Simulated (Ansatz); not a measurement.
Coupled-cluster run, `[F][Ga]([Cl])[Cl]`.

```yaml
crystal:
  periodic: [false, false, false]
  atoms:
    - {symbol: F, position_ang: [-0.201939, 0.619971, 1.663699]}
    - {symbol: Ga, position_ang: [0.006026, 0.007983, 0.055546]}
    - {symbol: Cl, position_ang: [1.490621, -1.446090, -0.273907]}
    - {symbol: Cl, position_ang: [-1.239208, 0.757836, -1.465638]}
basis:
  gaussian: {orbitals: def2-SVP}
correlation: {method: ccsd_t}
```

```sh
$ ansatz run in.yaml --threads 2 --pin off --events-out ev --progress --plain --max-ram 22528MiB --backend cpu
```

Output of Ansatz, abridged:

```
Functional definition: HF
762 factors; integrals over basis functions are off by at most 6.4e-4 eV
mean field evaluation 1: about -80032.7293 eV, gradient 3.2e1 eV
mean field evaluation 2: about -80032.8487 eV, gradient 3.2e1 eV
mean field evaluation 4: about -80034.9714 eV, gradient 1.9e0 eV
mean field evaluation 8: about -80034.9966 eV, gradient 1.4e-1 eV
mean field evaluation 16: about -80034.9968 eV, gradient 1.9e-6 eV
mean field -80034.99675404 eV, -2941.2318810417 hartree, gradient 1.9e-6 eV, S^2 0.000000; 0 other end points of the search recorded, 0 dependent functions left out
20 core orbitals not correlated: weight in the atoms' cores, before any rotation towards them, 1.000 or more for the frozen orbitals, at most 0.000 for the correlated occupied ones
reference -80034.99675404 eV, -2941.2318810417 hartree; 17, 17 occupied and 45, 45 virtual orbitals, 762 factors
second order -17.75581099 eV of doubles, -0.00000000 eV of singles
cycle   1  -17.58717939 eV  change    1.7e-1 eV  update   1.0e-1
cycle   2  -18.01568082 eV  change   -4.3e-1 eV  update   3.0e-2
cycle   3  -18.09980625 eV  change   -8.4e-2 eV  update   1.6e-2
cycle   4  -18.09319788 eV  change    6.6e-3 eV  update   3.7e-3
cycle   5  -18.08993893 eV  change    3.3e-3 eV  update   1.5e-3
cycle   6  -18.08979041 eV  change    1.5e-4 eV  update   4.0e-4
cycle   7  -18.08969432 eV  change    9.6e-5 eV  update   1.4e-4
cycle   8  -18.08969310 eV  change    1.2e-6 eV  update   4.0e-5
perturbative correction -0.42040037 eV, -0.0154494285 hartree
Total energy: -80053.50684751 eV, -2941.9121144301 hartree
```

Run time 1.7 s (2 threads of an AMD EPYC 7R13 on a shared host); peak host memory 0.35 GiB.

MP2 recovers 95.9 % of the CCSD(T) correlation energy and the triples give 2.3 %; T1 = 0.0123.
